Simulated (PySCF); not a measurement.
Working out the ionisation energy of Ti²⁺

Ti²⁺ [Ar] 3d2 (3F) → Ti³⁺ [Ar] 3d1 (2D). Computed with PySCF 2.14 in def2-TZVPPD (6s6p4d2f1g, 67 functions), with the non-relativistic Hamiltonian (point nucleus). Frozen: [Ne]. Energies in hartree (1 hartree = 27.21139 eV):

```csv
part,Ti²⁺ (lower),Ti³⁺ (upper)
UHF,-847.721782,-846.738648
MP2 opposite-spin,-0.164935,-0.153952
MP2 same-spin,-0.063838,-0.055724
```

**Question.** What does Hartree-Fock give?

**Answer.** (-846.738648) − (-847.721782) = 0.983134 hartree = 26.752 eV.

**Question.** What do MP2 and SCS-MP2 (6/5 opposite-spin, 1/3 same-spin) give?

**Answer.** The opposite-spin parts differ by 0.299 eV and the same-spin parts by 0.221 eV. MP2: 26.752 + (0.299) + (0.221) = 27.272 eV. SCS-MP2: 26.752 + 1.2 × (0.299) + (0.221)/3 = 27.184 eV.

A first-order spin-orbit estimate adds 0.003 eV to MP2 (valence and next inner shell), giving 27.275 eV against 27.492 eV (measured; NIST Atomic Spectra Database, ionization energies).

The calculation is non-relativistic.

What remains against the reference includes basis incompleteness, the frozen core and correlation beyond second order.
